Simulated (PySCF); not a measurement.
aminoborane (BH4N), SMILES BN.

The structure is a stationary point at B3LYP-D3(BJ)/def2-TZVP.

Level of theory: PBE/def2-TZVPD (PySCF).

The molecule is in vacuum.

Estimate the frontier levels, gap, dipole moment and polarisability. (An estimate is asked for; the answer gives what the named calculation found.)


```json
{
 "highest_occupied_level": "-7.35 eV",
 "lowest_empty_level": "-0.82 eV",
 "orbital_gap": "6.53 eV",
 "dipole_moment": "2.00 D",
 "quadrupole, principal values (traceless, Buckingham form, about the centre of nuclear charge)": "-1.67, 0.78, 0.89 D·Å",
 "mean_static_polarisability": "27.6 bohr³ (4.09 Å³)",
 "polarisability_principal_values": "22.7, 27.0, 33.1 bohr³"
}
```
